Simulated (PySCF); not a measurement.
**Nb²⁺ (niobium, charge +2) across methods**

[Kr] 4d2 5p1, one real determinant (an excited configuration). Computed with PySCF 2.14 in def2-TZVPPD with the def2 core potential (28 electrons), with a scalar-relativistic core potential.

```tsv
method	E (hartree)	mean ε 4p β (eV)	mean ε 4d α (eV)	mean ε 5p α (eV)	Σ⟨r²⟩ (bohr²)	⟨S²⟩
M06-L	-55.7623	-56.813	-23.995	-14.379	35.83	3.751
PBE	-55.7460	-56.272	-23.922	-14.567	35.88	3.751
LDA	-55.5688	-56.209	-23.799	-14.621	35.91	3.750
LC-wPBE	-55.7599	-61.455	-28.392	-16.831	35.90	3.751
PBE0	-55.7358	-58.565	-25.558	-15.086	35.97	3.751
r2SCAN	-55.7682	-57.094	-24.296	-14.589	35.87	3.751
UHF	-55.33189	-64.172	-29.814	-16.227	36.65	3.754
BHandHLYP	-55.6769	-60.700	-27.040	-15.399	36.06	3.752
wB97X-V	-55.7129	-61.255	-27.842	-16.542	36.02	3.751
```

⟨L²⟩ = 13.97 against 20 for a pure G term, so this real determinant mixes terms. Energies and moments cover only the electrons outside the core potential.
